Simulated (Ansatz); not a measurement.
`[NH2][Mg][O][SiH3]` + `S[SiH2]S` → `[SiH3]S[SiH2]S` + `[NH2][Mg][OH]`  (ligand exchange at the Si–O bond)

Gas-phase electronic energies from Ansatz, PBE0-D4/def2-TZVP geometries. CBS: MP2 limit from def2 TZ/QZ plus the TZ coupled-cluster correction, frozen cores. DFT in def2-TZVPP. B3LYP here is the variant with VWN-RPA as its local correlation; programs differ in this. For Mg outer-core shells are correlated without core-valence functions, which leaves a few kJ/mol of doubt a bond. Each species was taken in one conformer, which may not be the lowest.

| level | ΔE (kJ/mol) | difference from CCSD(T)/CBS |
| --- | --- | --- |
| PBE-D4 | 43.2 | -17.5 |
| r2SCAN-D4 | 56.5 | -4.2 |
| PBE0-D4 | 48.3 | -12.4 |
| B3LYP-D4 | 59.1 | -1.6 |
| ωB97X-V | 59.2 | -1.5 |
| ωB97M-V | 57.4 | -3.3 |
| B2PLYP | 66.9 | 6.2 |
| PBE | 49.5 | -11.2 |
| r2SCAN | 58.1 | -2.6 |
| PBE0 | 54.1 | -6.6 |
| B3LYP | 69.6 | 8.9 |
| HF/def2-TZVPP | 88.1 | 27.4 |
| MP2/def2-TZVPP | 58.5 | -2.2 |
| SCS-MP2/def2-TZVPP | 67.0 | 6.3 |
| CCSD/def2-TZVPP | 68.5 | 7.8 |
| CCSD(T)/def2-TZVPP | 64.0 | 3.3 |
| HF/def2-QZVPP | 90.2 | 29.5 |
| MP2/def2-QZVPP | 57.4 | -3.3 |
| SCS-MP2/def2-QZVPP | 65.7 | 5.0 |
| HF/CBS(def2) | 90.5 | 29.8 |
| MP2/CBS(def2) | 55.2 | -5.5 |
| CCSD/CBS(def2) | 65.2 | 4.5 |
| CCSD(T)/CBS | 60.7 | 0 |

Largest T1 diagnostic among the species: 0.012.

In def2-TZVPP, CCSD(T) changes the Hartree–Fock value by −24.0 kJ/mol (the triples alone add −4.5 kJ/mol) and MP2 by −29.5 kJ/mol. From PBE to PBE0 (25 % exact exchange), in def2-TZVPP and without D4, ΔE moves by +4.5 kJ/mol. The D4 term adds −10.4 kJ/mol with B3LYP and −5.8 kJ/mol with PBE0; it sums over pairs of atoms, weighted by their polarisabilities, and B3LYP, whose exchange is more repulsive, gets the larger term.
